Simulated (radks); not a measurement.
The numbers below are computed, except where a source is named.
Q: These are the eigenvalues of the occupied orbitals of an atom or ion with whole-number occupations (hartree). Level of theory: scalar-relativistic Kohn-Sham, PBE, spin-polarised, spherical densities, finite nucleus; Fermi nuclear charge, rms radius of each element as measured or else 0.836 A^(1/3) + 0.57 fm (a radial shooting solver on a logarithmic mesh with Libxc functionals).

1s down: -306.2137
1s up: -306.2134
2s up: -40.65814
2s down: -40.53917
2p up: -35.59817
2p down: -35.50863
3s up: -8.33682
3s down: -8.10953
3p up: -6.83761
3p down: -6.61357
3d up: -4.43373

Which element is it, and in what charge state? The configuration may be excited. Open shells, if any, are filled with parallel spins first.

A: Z = 28, nickel, charge +6: Ni6+ in [Ar] 3d4. The list shows which subshells hold electrons but not how many an open one holds; the 1s level, -306.21 hartree, gives Z - s = 24.7 by -(Z - s)^2/2, which with screening and relativity narrows Z to a few neighbours, and the depths of the outer levels then fix element, charge and occupations together.
